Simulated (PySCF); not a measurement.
C5H12S2. Atoms are numbered in the order given.

```xyz
19

C     -4.0117     0.0000     0.6656
S     -2.7274     0.0000    -0.5987
C     -1.2604     0.0000     0.4668
C      0.0000     0.0000    -0.3832
C      1.2604     0.0000     0.4668
S      2.7274     0.0000    -0.5987
C      4.0117     0.0000     0.6656
H     -3.9562    -0.8990     1.2988
H     -3.9562     0.8990     1.2988
H     -4.9783     0.0000     0.1430
H     -1.2853     0.8906     1.1182
H     -1.2853    -0.8906     1.1182
H      0.0000    -0.8838    -1.0427
H      0.0000     0.8838    -1.0427
H      1.2853     0.8906     1.1182
H      1.2853    -0.8906     1.1182
H      3.9562    -0.8990     1.2988
H      3.9562     0.8990     1.2988
H      4.9783     0.0000     0.1430
```
Charge 0, spin multiplicity 1.

Coordinates come from a PBE0-D3(BJ)/def2-SVP optimisation. The values are those of a single conformer.

Computed with r2SCAN/def2-SVP (PySCF).

ESP charges are fitted to the potential on shells at 1.4 to 2.0 van der Waals radii. Atomic charges (e):

```tsv
atom	meta-Löwdin	Löwdin	ESP fit	Mulliken
C1	-0.35	-0.17	-0.42	-0.13
S2	0.01	(withheld)	-0.18	-0.15
C3	-0.21	-0.14	-0.22	-0.13
C4	-0.16	(withheld)	-0.08	-0.01
C5	-0.21	-0.14	-0.22	-0.13
S6	0.01	(withheld)	-0.18	-0.15
C7	-0.35	-0.17	-0.42	-0.13
H8	0.11	0.02	0.15	0.07
H9	0.11	0.02	0.15	0.07
H10	0.12	0.04	0.19	0.08
H11	0.10	(withheld)	0.13	0.06
H12	0.10	(withheld)	0.13	0.06
H13	0.10	0.03	0.11	0.06
H14	0.10	0.03	0.11	0.06
H15	0.10	(withheld)	0.13	0.06
H16	0.10	(withheld)	0.13	0.06
H17	0.11	0.02	0.15	0.07
H18	0.11	0.02	0.15	0.07
H19	0.12	0.04	0.19	0.08
```

### Question
Complete the blanks. (Estimate from the structure and the level; the computed values follow.)

### Answer

- S2, Löwdin: 0.20
- C4, Löwdin: -0.07
- S6, Löwdin: 0.20
- H11, Löwdin: 0.02
- H12, Löwdin: 0.02
- H15, Löwdin: 0.02
- H16, Löwdin: 0.02

Computed Mayer and Wiberg (Löwdin basis) orders of the bonds:
```json
[
 {"bond": "C1–S2", "Mayer": "1.01", "Wiberg": "1.16"},
 {"bond": "S2–C3", "Mayer": "1.01", "Wiberg": "1.12"},
 {"bond": "C3–C4", "Mayer": "1.06", "Wiberg": "1.06"},
 {"bond": "C4–C5", "Mayer": "1.06", "Wiberg": "1.06"},
 {"bond": "C5–S6", "Mayer": "1.01", "Wiberg": "1.12"},
 {"bond": "S6–C7", "Mayer": "1.01", "Wiberg": "1.16"},
 {"bond": "C1–H8", "Mayer": "0.96", "Wiberg": "0.97"},
 {"bond": "C1–H9", "Mayer": "0.96", "Wiberg": "0.97"},
 {"bond": "C1–H10", "Mayer": "0.97", "Wiberg": "0.97"},
 {"bond": "C3–H11", "Mayer": "0.94", "Wiberg": "0.95"},
 {"bond": "C3–H12", "Mayer": "0.94", "Wiberg": "0.95"},
 {"bond": "C4–H13", "Mayer": "0.94", "Wiberg": "0.93"},
 {"bond": "C4–H14", "Mayer": "0.94", "Wiberg": "0.93"},
 {"bond": "C5–H15", "Mayer": "0.94", "Wiberg": "0.95"},
 {"bond": "C5–H16", "Mayer": "0.94", "Wiberg": "0.95"},
 {"bond": "C7–H17", "Mayer": "0.96", "Wiberg": "0.97"},
 {"bond": "C7–H18", "Mayer": "0.96", "Wiberg": "0.97"},
 {"bond": "C7–H19", "Mayer": "0.97", "Wiberg": "0.97"}
]
```
